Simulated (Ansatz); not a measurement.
Relaxation of AlCl3H2S (7 atoms, charge 0, multiplicity 1), to a largest force component of 0.03 eV/Å in at most 50 steps.

Level of theory: Ansatz 0.2.0, RKS PBE/def2-SVP.

```xyz
7
Properties=species:S:1:pos:R:3:forces:R:3
Al 0.102 -0.654 -0.532 0.03 -0.36 0.36
Cl -0.071 0.012 2.822 0.13 -0.80 -0.42
Cl 1.843 0.439 -0.951 0.01 0.00 0.00
Cl -1.795 0.016 -1.144 0.00 0.00 0.00
S 0.328 -2.725 0.305 -0.07 0.45 -0.10
H -1.018 -2.950 0.239 0.03 0.01 0.01
H 0.133 -1.262 2.442 -0.12 0.71 0.15
```

Question: Where does it end, and by what steps?

Answer: The run converged. After 14 steps the energy has fallen by 0.948 eV; H7 moved furthest, 1.30 Å. Parted: Cl2–H7. Joined: Al1–Cl2, S5–H7.

| step | energy less start (eV) | largest force component (eV/Å) | accepted |
| --- | --- | --- | --- |
| 0 | 0.0000 | 0.802 | yes |
| 1 | -0.0815 | 0.325 | yes |
| 2 | -0.1600 | 0.426 | yes |
| 3 | -0.2029 | 0.548 | yes |
| 4 | -0.2155 | 0.416 | yes |
| 5 | -0.2581 | 0.881 | yes |
| 6 | -0.3263 | 0.610 | yes |
| 7 | -0.4785 | 0.952 | yes |
| 8 | -0.6623 | 1.218 | yes |
| 9 | -0.8325 | 0.554 | yes |
| 10 | -0.9131 | 0.213 | yes |
| 11 | -0.9358 | 0.199 | yes |
| 12 | -0.9077 | 0.725 | no |
| 13 | -0.9429 | 0.397 | yes |
| 14 | -0.9479 | 0.014 | yes |

```xyz
7
Properties=species:S:1:pos:R:3
Al 0.040 -0.082 0.117
Cl -0.165 0.515 2.152
Cl 1.863 0.385 -0.854
Cl -1.736 -0.139 -1.050
S 0.299 -2.580 0.510
H -1.046 -2.804 0.441
H 0.266 -2.418 1.866
```

Run time: 54 s on 2 threads of Intel(R) Xeon(R) Processor @ 2.50GHz (Skylake/Cascade Lake), with other jobs on the host, peak memory 0.16 GiB.
